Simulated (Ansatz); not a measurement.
Steps of a relaxation of C4H8Br2, SMILES `CC(Br)CCBr` with RKS PBE0-D4/def2-TZVP.

```sh
$ ansatz run in.yaml --threads 2 --pin off --events-out ev --progress --plain --max-ram 32768MiB --backend cuda --devices 0, --max-vram 18GiB
```

```yaml
crystal:
  periodic: [false, false, false]
  atoms:
    - {symbol: C, position_ang: [-1.909608, -0.213945, -0.488485]}
    - {symbol: C, position_ang: [-0.666719, 0.202400, 0.278624]}
    - {symbol: Br, position_ang: [-0.813744, -0.428365, 2.166830]}
    - {symbol: C, position_ang: [0.628915, -0.316652, -0.336412]}
    - {symbol: C, position_ang: [1.913619, 0.141896, 0.331080]}
    - {symbol: Br, position_ang: [2.156862, 2.096779, 0.231425]}
    - {symbol: H, position_ang: [-2.829057, 0.170773, -0.007993]}
    - {symbol: H, position_ang: [-1.861270, 0.197009, -1.520032]}
    - {symbol: H, position_ang: [-1.989572, -1.317585, -0.560120]}
    - {symbol: H, position_ang: [-0.612852, 1.303942, 0.386515]}
    - {symbol: H, position_ang: [0.637388, -0.009007, -1.405952]}
    - {symbol: H, position_ang: [0.618331, -1.429979, -0.326657]}
    - {symbol: H, position_ang: [2.804711, -0.291290, -0.158240]}
    - {symbol: H, position_ang: [1.922995, -0.105976, 1.409428]}
basis:
  gaussian: {orbitals: def2-TZVP}
hamiltonian: {xc: pbe0, dispersion: d4}
relax: {f_tol: 0.005, max_steps: 150}
```

Positions (Å) and forces (eV/Å) along the path, 6 of 6 steps:

```xyz
14
step=1 energy=-144352.1705 eV
C    -1.910   -0.214   -0.488   -0.179   -0.103   -0.104
C    -0.667    0.202    0.279    0.100    0.335    0.066
Br   -0.814   -0.428    2.167    0.024    0.114   -0.426
C     0.629   -0.317   -0.336   -0.052   -0.175   -0.255
C     1.914    0.142    0.331    0.182   -0.182    0.222
Br    2.157    2.097    0.231   -0.076   -0.409    0.004
H    -2.829    0.171   -0.008    0.470   -0.184   -0.218
H    -1.861    0.197   -1.520    0.007   -0.186    0.502
H    -1.990   -1.318   -0.560    0.055    0.542    0.051
H    -0.613    1.304    0.387   -0.055   -0.588   -0.034
H     0.637   -0.009   -1.406   -0.015   -0.121    0.517
H     0.618   -1.430   -0.327    0.016    0.531    0.022
H     2.805   -0.291   -0.158   -0.481    0.254    0.235
H     1.923   -0.106    1.409    0.005    0.172   -0.581
14
step=2 energy=-144352.2243 eV
C    -1.895   -0.213   -0.483   -0.052    0.016   -0.090
C    -0.658    0.213    0.272    0.003   -0.015    0.096
Br   -0.806   -0.424    2.137    0.004    0.037   -0.061
C     0.624   -0.314   -0.340   -0.012   -0.060   -0.067
C     1.900    0.132    0.334    0.072    0.025    0.011
Br    2.130    2.071    0.230    0.014   -0.057    0.010
H    -2.803    0.166   -0.004    0.127   -0.051   -0.069
H    -1.850    0.189   -1.505   -0.013   -0.059    0.134
H    -1.967   -1.306   -0.546    0.022    0.161    0.019
H    -0.610    1.301    0.382   -0.012   -0.179   -0.042
H     0.637   -0.004   -1.396    0.019   -0.039    0.158
H     0.608   -1.416   -0.330   -0.026    0.162    0.003
H     2.783   -0.288   -0.151   -0.139    0.041    0.077
H     1.908   -0.107    1.401   -0.006    0.018   -0.181
14
step=3 energy=-144352.2290 eV
C    -1.889   -0.212   -0.487   -0.003   -0.005    0.028
C    -0.661    0.202    0.284    0.020    0.016   -0.004
Br   -0.813   -0.429    2.145    0.001   -0.004   -0.048
C     0.620   -0.315   -0.332    0.005    0.022    0.022
C     1.897    0.139    0.327   -0.015    0.015    0.003
Br    2.138    2.072    0.223   -0.016   -0.020   -0.009
H    -2.796    0.170   -0.020   -0.027    0.006    0.010
H    -1.831    0.190   -1.503    0.009    0.007   -0.007
H    -1.965   -1.298   -0.551   -0.009   -0.035   -0.007
H    -0.613    1.284    0.392   -0.001    0.043    0.007
H     0.627   -0.007   -1.383   -0.013    0.005   -0.022
H     0.605   -1.411   -0.321    0.016   -0.026   -0.001
H     2.769   -0.286   -0.161    0.025   -0.014   -0.014
H     1.913   -0.101    1.387    0.007   -0.010    0.041
14
step=4 energy=-144352.2295 eV
C    -1.890   -0.212   -0.485    0.002    0.003   -0.007
C    -0.660    0.205    0.281    0.004   -0.007    0.017
Br   -0.812   -0.429    2.139    0.001    0.000   -0.001
C     0.621   -0.313   -0.333   -0.003    0.001   -0.005
C     1.898    0.138    0.329   -0.007    0.014    0.000
Br    2.135    2.071    0.223    0.001   -0.006   -0.001
H    -2.798    0.168   -0.016   -0.002    0.001    0.002
H    -1.835    0.189   -1.502   -0.001    0.001   -0.004
H    -1.965   -1.300   -0.548   -0.001   -0.004    0.000
H    -0.613    1.289    0.388   -0.001    0.006   -0.002
H     0.629   -0.005   -1.385    0.001    0.001   -0.005
H     0.606   -1.410   -0.322    0.001   -0.004    0.000
H     2.771   -0.288   -0.158    0.003   -0.004   -0.002
H     1.913   -0.103    1.390    0.002   -0.001    0.006
14
step=5 energy=-144352.2295 eV
C    -1.890   -0.212   -0.485    0.001    0.003   -0.005
C    -0.660    0.205    0.282    0.003   -0.006    0.010
Br   -0.813   -0.432    2.139    0.002    0.000    0.001
C     0.621   -0.314   -0.333   -0.002   -0.001   -0.002
C     1.898    0.138    0.329   -0.005    0.008   -0.002
Br    2.136    2.071    0.218    0.000   -0.003    0.000
H    -2.798    0.168   -0.016   -0.001    0.000    0.001
H    -1.834    0.191   -1.502    0.000    0.000   -0.002
H    -1.965   -1.299   -0.550    0.000   -0.003    0.000
H    -0.613    1.288    0.391   -0.002    0.006   -0.001
H     0.629   -0.005   -1.385    0.000    0.000   -0.003
H     0.606   -1.410   -0.322    0.001   -0.001    0.000
H     2.771   -0.289   -0.157    0.001   -0.002    0.000
H     1.912   -0.100    1.391    0.001   -0.002    0.005
14
step=6 energy=-144352.2295 eV
C    -1.890   -0.211   -0.486   -0.001    0.000    0.001
C    -0.660    0.204    0.283   -0.001    0.000   -0.002
Br   -0.812   -0.433    2.139    0.000    0.000    0.000
C     0.621   -0.314   -0.333    0.001    0.001    0.001
C     1.897    0.139    0.329    0.002   -0.001    0.000
Br    2.136    2.071    0.217    0.000    0.001    0.000
H    -2.797    0.168   -0.016   -0.001    0.000    0.000
H    -1.834    0.192   -1.502    0.000    0.000    0.000
H    -1.965   -1.299   -0.551    0.001    0.000    0.000
H    -0.613    1.288    0.391    0.000   -0.001    0.000
H     0.629   -0.006   -1.385    0.000    0.000    0.000
H     0.607   -1.410   -0.322    0.000    0.000    0.001
H     2.771   -0.289   -0.156    0.000    0.000    0.000
H     1.912   -0.099    1.391    0.000    0.000   -0.001
```

Run time 12 s (2 threads of an AMD EPYC 7R13 on a shared host and a share of an NVIDIA H100 80 GB); peak host memory 1 GiB.
